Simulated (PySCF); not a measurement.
A survey of 33S NMR shifts

- geometry from GFN2-xTB
- NMR shieldings at PBE0/pcSseg-1/GIAO
- run in PySCF 2.14.0 with density-fitted response routines
- no solvent, one computed conformer, equivalent nuclei averaged, non-relativistic Hamiltonian

Shieldings were converted by a linear fit to measured shifts: 33S (scatter 33.3 ppm rms vs sulfate, solution or neat liquid). A few per cent of atoms miss by over 2 rms, more outside the fitted compound classes.

Q: Give the 33S shifts of `Cc1cc2sccc2s1`, `CSc1cnc(SC)nn1`.

A: 
```csv
compound,environment,δ (ppm)
[CH3:1][c:2]1[cH:3][c:4]2[s:5][cH:6][cH:7][c:8]2[s:9]1,S9: aromatic ring sulfur,-138
[CH3:1][c:2]1[cH:3][c:4]2[s:5][cH:6][cH:7][c:8]2[s:9]1,S5: aromatic ring sulfur,-147
[CH3:1][S:2][c:3]1[cH:4][n:5][c:6]([S:7][CH3:8])[n:9][n:10]1,S7: sulfide sulfur,-274
[CH3:1][S:2][c:3]1[cH:4][n:5][c:6]([S:7][CH3:8])[n:9][n:10]1,S2: sulfide sulfur,-305
```

Q: Order these by 33S shift, lowest first.
A. C[Si@@H](F)S[SiH2]F
B. C[C@@H](C#N)[C@@]1(F)S[C@@H]1F
C. Clc1cccc2snnc12
D. C1=CC(c2cccs2)C=CO1
E. C=CC(=C)/C=C(/F)S(=O)(=O)O

A: A (-470 ppm, sulfur bonded to 2 Si), B (-356 ppm, sulfide sulfur), D (-104 ppm, aromatic ring sulfur), E (-32 ppm, sulfonyl sulfur), C (168 ppm, aromatic ring sulfur).
